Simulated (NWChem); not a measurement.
## Polarisability of iminoborane (H2BN)

```xyz
4

B      0.0000     0.0000    -0.7011
N      0.0000     0.0000     0.5488
H      0.0000     0.0000    -1.8910
H      0.0000     0.0000     1.5544
```
Charge 0, spin multiplicity 1.

Program: NWChem. All single points use one geometry, from PBE/def2-SVP, a minimum by its harmonic frequencies.

Basis set: def2-SVPD. Static limit.

The correlated methods keep 2 core orbitals frozen. B3LYP has NWChem's definition, with VWN1-RPA local correlation. Coupled-cluster values serve here as a point of comparison, not as the truth.

```tsv
method	isotropic polarisability (bohr³)
PBE0	22.46
HF	[?]
PBE	[?]
CCSD linear response	22.77
B3LYP	[?]
```

Question: What belongs in the gaps?

Answer: 
- HF, isotropic polarisability (bohr³): 21.41
- PBE, isotropic polarisability (bohr³): 23.15
- B3LYP, isotropic polarisability (bohr³): 22.72
